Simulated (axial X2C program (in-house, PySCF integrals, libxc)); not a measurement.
## Potential curves of HfP⁺, two-component

Computed with an in-house all-electron X2C program for linear molecules (integrals from PySCF). Two-component (2c) means X2C with spin–orbit coupling and atomic mean-field two-electron Coulomb and Gaunt terms. Basis: Hf dyall-cv3z [13s14p9d7f4g], P dyall-v3z [8s7p2d1f] (cores contracted in-house); Gaussian nuclei, density fitting, unrestricted open shells. Masses: Hf 179.947 u, P 30.974 u.

State: Ω = 0 (closed shell). Energies in cm⁻¹ from the lowest point of each curve. Fits are polynomials in 1 − R0/R over 0.85 to 1.23 times the lowest point R0.

```tsv
R (Å)	r2SCAN0
1.8949	11400
1.9820	4514
2.0473	1615
2.1127	216
2.1780	0
2.2542	894
2.3305	2706
2.4285	5956
2.5483	10772
```

The state is a single determinant with fixed occupations, the lowest that a limited PBE0 search found. The closed shell is kept restricted, so the energy runs too high when the bond is stretched far.

Problem. Fit the r2SCAN0 curve near its minimum: give the equilibrium distance and the harmonic wavenumber.

Solution. At r2SCAN0, 2c: Re = 2.159 Å, ωe ≈ 543 cm⁻¹; Be follows as 0.137 cm⁻¹.
